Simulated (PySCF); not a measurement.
N-ethyl-methylboronamidic acid (C₃H₁₀BNO), SMILES CCNB(C)O.

Coordinates come from a B3LYP-D3(BJ)/def2-SVP optimisation. The values are those of a single conformer.

Level of theory: PySCF with M06-2X/def2-TZVP.

- total energy: -275.25711 hartree
- highest occupied level: -8.33 eV
- lowest empty level: 1.22 eV
- orbital gap: 9.56 eV
- dipole moment: 0.81 D
- quadrupole, principal values (traceless, Buckingham form, about the centre of nuclear charge): -4.21, -2.89, 7.10 D·Å
- mean static polarisability: 63.1 bohr³ (9.36 Å³)
- polarisability, principal values: 53.3, 59.0, 77.1 bohr³
